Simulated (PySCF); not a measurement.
## Radial density of F⁺ (fluorine, charge +1)

UHF, [He] 2s2 2p3 3s1, 3s spin antiparallel (an excited configuration). Calculation: PySCF 2.14, in aug-cc-pwCVTZ (7s6p4d2f, 59 functions); no relativity, point nucleus.

```
r (bohr)  4πr²ρ (e/bohr)  4πr²(ρα − ρβ)
 0.00324         0.05643        -0.0001
 0.00546          0.1541        -0.0004
 0.00918          0.4064        -0.0010
  0.0154           1.029        -0.0024
  0.0260           2.409        -0.0051
  0.0437           4.973        -0.0075
  0.0735           8.283         0.0088
   0.124           9.734         0.1346
   0.208           6.736         0.6215
   0.350           3.805         1.8470
   0.588           5.266         3.0897
   0.989           4.162         2.2792
    1.66          0.9339         0.3970
    2.80          0.4329        -0.3944
    4.71          0.1178        -0.1178
    7.92       0.0002042        -0.0002
```

The outer electron is Rydberg-like, and this basis confines it to a smaller radius and binds it less than a complete one would. With the s spin flipped the determinant is a mixture of two multiplicities, not a spectroscopic state.
